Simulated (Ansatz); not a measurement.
Geometry optimisation of W(NH)2(OH)2 (WN2O2H4).

```yaml
crystal:
  periodic: [false, false, false]
  atoms:
    - {symbol: N, position_ang: [0.014700, 0.107900, 1.745050]}
    - {symbol: N, position_ang: [1.583970, 0.184010, -0.724280]}
    - {symbol: O, position_ang: [-1.205960, 1.345330, -0.721920]}
    - {symbol: O, position_ang: [-0.762870, -1.704290, -0.544720]}
    - {symbol: W, position_ang: [-0.058930, -0.010410, -0.039750]}
    - {symbol: H, position_ang: [0.271470, 0.198550, 2.728790]}
    - {symbol: H, position_ang: [2.579640, 0.321100, -0.901200]}
    - {symbol: H, position_ang: [-1.587080, 2.216910, -0.881740]}
    - {symbol: H, position_ang: [-0.834930, -2.659100, -0.660230]}
basis:
  gaussian: {orbitals: def2-SVP}
hamiltonian: {xc: pbe, dispersion: d4}
scf: {omitted_lower_state_checks: [starts]}
output: {orbitals: {seedname: orbitals}}
relax: {f_tol: 0.02, max_steps: 100}
```

```sh
$ ansatz run in.yaml --threads 2 --pin off --events-out ev --progress --plain --max-ram 4352MiB
```

It prints (some lines left out):

```
Functional definition: PBE
mean field -8956.28499679 eV, -329.1374028439 hartree, gradient 1.4e-5 eV, S^2 0.000000; 0 other end points of the search recorded, 0 dependent functions left out
relax step   1: F+E_penalty+E_count = -8956.48799873 eV  Δ(F+E_penalty+E_count) = +0.000e0 eV  max|allowed force component| = 1.146e0 eV/Å  Δτ_max = 0.0000 Å  (30 SCF iters, accepted)
mean field -8956.36375582 eV, -329.1402971852 hartree, gradient 1.8e-5 eV, S^2 0.000000; 0 other end points of the search recorded, 0 dependent functions left out
relax step   2: F+E_penalty+E_count = -8956.56982418 eV  Δ(F+E_penalty+E_count) = -8.183e-2 eV  max|allowed force component| = 3.602e-1 eV/Å  Δτ_max = 0.0700 Å  (39 SCF iters, accepted)
mean field -8956.41665440 eV, -329.1422411718 hartree, gradient 8.2e-6 eV, S^2 0.000000; 0 other end points of the search recorded, 0 dependent functions left out
relax step   3: F+E_penalty+E_count = -8956.62334766 eV  Δ(F+E_penalty+E_count) = -5.352e-2 eV  max|allowed force component| = 5.961e-1 eV/Å  Δτ_max = 0.0795 Å  (33 SCF iters, accepted)
mean field -8956.41122011 eV, -329.1420414656 hartree, gradient 2.0e-5 eV, S^2 0.000000; 0 other end points of the search recorded, 0 dependent functions left out
relax step   4: F+E_penalty+E_count = -8956.61761159 eV  Δ(F+E_penalty+E_count) = +5.736e-3 eV  max|allowed force component| = 2.304e0 eV/Å  Δτ_max = 0.1943 Å  (37 SCF iters, rejected (line search))
mean field -8956.49021144 eV, -329.1449443434 hartree, gradient 3.8e-6 eV, S^2 0.000000; 0 other end points of the search recorded, 0 dependent functions left out
relax step   5: F+E_penalty+E_count = -8956.69680782 eV  Δ(F+E_penalty+E_count) = -7.346e-2 eV  max|allowed force component| = 4.457e-1 eV/Å  Δτ_max = 0.0971 Å  (32 SCF iters, accepted)
mean field -8956.53183389 eV, -329.1464739403 hartree, gradient 2.0e-5 eV, S^2 0.000000; 0 other end points of the search recorded, 0 dependent functions left out
relax step   6: F+E_penalty+E_count = -8956.73816247 eV  Δ(F+E_penalty+E_count) = -4.135e-2 eV  max|allowed force component| = 4.969e-1 eV/Å  Δτ_max = 0.1000 Å  (40 SCF iters, accepted)
mean field -8956.57198227 eV, -329.1479493660 hartree, gradient 2.1e-5 eV, S^2 0.000000; 0 other end points of the search recorded, 0 dependent functions left out
relax step   7: F+E_penalty+E_count = -8956.77781251 eV  Δ(F+E_penalty+E_count) = -3.965e-2 eV  max|allowed force component| = 7.937e-2 eV/Å  Δτ_max = 0.1500 Å  (36 SCF iters, accepted)
mean field -8956.40712877 eV, -329.1418911114 hartree, gradient 7.4e-6 eV, S^2 0.000000; 0 other end points of the search recorded, 0 dependent functions left out
relax step   8: F+E_penalty+E_count = -8956.61207896 eV  Δ(F+E_penalty+E_count) = +1.657e-1 eV  max|allowed force component| = 1.863e0 eV/Å  Δτ_max = 0.1952 Å  (37 SCF iters, rejected (line search))
mean field -8956.58912267 eV, -329.1485792638 hartree, gradient 1.9e-5 eV, S^2 0.000000; 0 other end points of the search recorded, 0 dependent functions left out
relax step   9: F+E_penalty+E_count = -8956.79528363 eV  Δ(F+E_penalty+E_count) = -1.747e-2 eV  max|allowed force component| = 1.560e-1 eV/Å  Δτ_max = 0.0976 Å  (38 SCF iters, accepted)
mean field -8956.59449467 eV, -329.1487766814 hartree, gradient 1.9e-5 eV, S^2 0.000000; 0 other end points of the search recorded, 0 dependent functions left out
relax step  10: F+E_penalty+E_count = -8956.80023915 eV  Δ(F+E_penalty+E_count) = -4.956e-3 eV  max|allowed force component| = 6.117e-1 eV/Å  Δτ_max = 0.0983 Å  (40 SCF iters, accepted)
mean field -8956.62019121 eV, -329.1497210119 hartree, gradient 1.9e-5 eV, S^2 0.000000; 0 other end points of the search recorded, 0 dependent functions left out
relax step  11: F+E_penalty+E_count = -8956.82556379 eV  Δ(F+E_penalty+E_count) = -2.532e-2 eV  max|allowed force component| = 3.062e-1 eV/Å  Δτ_max = 0.1500 Å  (39 SCF iters, accepted)
mean field -8956.62306610 eV, -329.1498266621 hartree, gradient 1.4e-5 eV, S^2 0.000000; 0 other end points of the search recorded, 0 dependent functions left out
relax step  12: F+E_penalty+E_count = -8956.82894756 eV  Δ(F+E_penalty+E_count) = -3.384e-3 eV  max|allowed force component| = 5.807e-2 eV/Å  Δτ_max = 0.0561 Å  (32 SCF iters, accepted)
mean field -8956.62422414 eV, -329.1498692192 hartree, gradient 1.8e-5 eV, S^2 0.000000; 0 other end points of the search recorded, 0 dependent functions left out
relax step  13: F+E_penalty+E_count = -8956.82990333 eV  Δ(F+E_penalty+E_count) = -9.558e-4 eV  max|allowed force component| = 6.266e-2 eV/Å  Δτ_max = 0.0236 Å  (32 SCF iters, accepted)
mean field -8956.62434845 eV, -329.1498737873 hartree, gradient 1.8e-5 eV, S^2 0.000000; 0 other end points of the search recorded, 0 dependent functions left out
relax step  14: F+E_penalty+E_count = -8956.82999619 eV  Δ(F+E_penalty+E_count) = -9.286e-5 eV  max|allowed force component| = 2.727e-2 eV/Å  Δτ_max = 0.0106 Å  (33 SCF iters, accepted)
mean field -8956.62446181 eV, -329.1498779535 hartree, gradient 1.8e-5 eV, S^2 0.000000; 0 other end points of the search recorded, 0 dependent functions left out
relax step  15: F+E_penalty+E_count = -8956.83009179 eV  Δ(F+E_penalty+E_count) = -9.560e-5 eV  max|allowed force component| = 8.598e-3 eV/Å  Δτ_max = 0.0075 Å  (33 SCF iters, accepted)
mean field -8956.62446181 eV, -329.1498779535 hartree, gradient 2.1e-5 eV, S^2 0.000000; 0 other end points of the search recorded, 0 dependent functions left out
Total energy: -8956.83016273 eV, -329.1574373228 hartree
Atom 0 at    -0.099615     0.290523     1.669968 Å, force     0.005560     0.001934     0.004016 eV/Å
Atom 1 at     1.518122    -0.031275    -0.759882 Å, force     0.005987     0.000225     0.003427 eV/Å
Atom 2 at    -1.077853     1.397091    -0.938807 Å, force     0.000694    -0.001469     0.000672 eV/Å
Atom 3 at    -0.894155    -1.757698    -0.326240 Å, force     0.000576     0.001665     0.000038 eV/Å
Atom 4 at    -0.110895    -0.020341    -0.071135 Å, force     0.000627     0.000464     0.000601 eV/Å
Atom 5 at     0.312221     0.463819     2.590201 Å, force    -0.003278    -0.001739    -0.008000 eV/Å
Atom 6 at     2.537243     0.057276    -0.762264 Å, force    -0.008598    -0.000627     0.000282 eV/Å
Atom 7 at    -1.670834     1.967166    -0.416705 Å, force    -0.001133     0.000111    -0.000076 eV/Å
Atom 8 at    -0.514225    -2.366561    -0.985135 Å, force    -0.000435    -0.000564    -0.000959 eV/Å
Dipole moment:     0.159614     0.029293     0.102303 e Å
Checks for a lower state left out: starts
```

It took 34 s on 2 threads of AMD EPYC 7R43 on a shared host.

In the def2 sets W takes a core potential; there is no spin–orbit coupling. Another isomer (singlet) lies 1.21 eV lower at PBE0-D4/def2-TZVP; other spin states weren't run for this one.
